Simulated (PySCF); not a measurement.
**UHF on Co (cobalt, neutral)**

Configuration: [Ar] 3d6 4s2 5s1, high-spin 6D determinant (an excited configuration). All numbers are calculated (PySCF 2.14, scalar relativity by spin-free X2C-1e, in aug-cc-pVDZ-DK (7s6p4d2f, 59 functions)).

- Total energy: -1391.574743 hartree
- One-electron energy: -1915.7756 hartree
- Hartree (Coulomb) energy: 582.5145 hartree
- Exchange energy: -58.3137 hartree
- ⟨S²⟩: 8.7568
- ⟨L²⟩: 6.016
- Sum of ⟨r⟩: 27.26 bohr
- Sum of ⟨r²⟩: 99.50 bohr²
- Traceless quadrupole moment −½Σ⟨3z² − r²⟩ along its main axis: 0.138 e·bohr²
- Langevin diamagnetic susceptibility: -78.8 ×10⁻⁶ cm³/mol

```csv
shell,electrons,mean orbital energy (eV),spread (eV),"rms radius, mean of both spins (bohr)"
1s α,1,-7788.4,0,0.0649
1s β,1,-7788.2,0,0.0649
2s α,1,-980.08,0,0.276
2s β,1,-976.01,0,0.276
2p α,3,-837.59,1.115,0.249
2p β,3,-833.56,0.010,0.249
3s α,1,-143.38,0,0.824
3s β,1,-132.76,0,0.824
3p α,3,-100.47,2.276,0.879
3p β,3,-87.762,1.544,0.879
3d α,5,-32.109,2.666,1.07
3d β,1,-25.945,0,1.07
4s α,1,-13.827,0,2.78
4s β,1,-12.578,0,2.78
5s α,1,-2.576,0,8.40
```

The outer electron is Rydberg-like, and this basis confines it to a smaller radius and binds it less than a complete one would.

Densities and radii are taken from the X2C orbitals without a picture-change correction, which distorts them close to the nucleus.

Spin-orbit constants ζ (cm⁻¹) from the X2C one-electron operator on these orbitals: bare nucleus, nucleus screened by l(l+1)(2l+1)/3 electrons, and screened by the Breit-Pauli mean field of the electrons.

```json
{"shell": "2p", "bare": "83760", "screened nucleus": "77550", "mean field": "74750"}
{"shell": "3p", "bare": "10560", "screened nucleus": "9774", "mean field": "9361"}
{"shell": "3d", "bare": "1065", "screened nucleus": "670.6", "mean field": "611.5"}
```

To first order the Landé constant is A = -122.3 cm⁻¹, so the lowest level has J = 9/2 and lies 0.0758 eV below the centre of the term. This holds in LS coupling only.
